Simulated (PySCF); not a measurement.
HfO, SMILES [O]=[Hf], multiplicity 1.

The structure is a stationary point at B3LYP-D3(BJ)/def2-TZVPD. The spin state was assumed, not searched. The def2 effective core potentials stand for the cores of Hf; spin–orbit coupling is left out.

Method: TDA-PBE/def2-TZVPD (PySCF).

Vertical excitations; the highest root listed may be one member of a degenerate set. Gas-phase values at a fixed geometry. State labels are in the subgroup C2v.

Computed lowest excited states:
| state | symmetry | energy (eV) | λ (nm) | f | main pairs |
|---|---|---|---|---|---|
| S1 | A2 | 2.05 | 604 | 0.000 | HOMO→LUMO+1 (degenerate set) |
| S2 | A1 | 2.05 | 604 | 0.000 | HOMO→LUMO (degenerate set) |
| S3 | B1 | 3.37 | 368 | 0.219 | HOMO→LUMO+2 (degenerate set) |
| S4 | B2 | 3.37 | 368 | 0.219 | HOMO→LUMO+3 (degenerate set) |
| S5 | A1 | 3.89 | 319 | 0.273 | HOMO→LUMO+4 98 % |
| S6 | B2 | 4.44 | 279 | 0.000 | HOMO−2→LUMO, HOMO−3→LUMO+1 (degenerate set) |
| S7 | B1 | 4.44 | 279 | 0.000 | HOMO−3→LUMO, HOMO−2→LUMO+1 (degenerate set) |
| S8 | A2 | 4.46 | 278 | 0.000 | HOMO−1→LUMO+1 (degenerate set) |
| S9 | A1 | 4.46 | 278 | 0.000 | HOMO−1→LUMO (degenerate set) |
| S10 | B1 | 4.64 | 267 | 0.016 | HOMO−2→LUMO+1 46 %, HOMO−3→LUMO 46 % |
| T1 | A1 | 0.81 | 1531 | 0 | HOMO→LUMO (degenerate set) |
| T2 | A2 | 0.81 | 1531 | 0 | HOMO→LUMO+1 (degenerate set) |
| T3 | B2 | 2.06 | 600 | 0 | HOMO→LUMO+3 (degenerate set) |
| T4 | B1 | 2.06 | 600 | 0 | HOMO→LUMO+2 (degenerate set) |
Triplets are in the Tamm–Dancoff approximation.
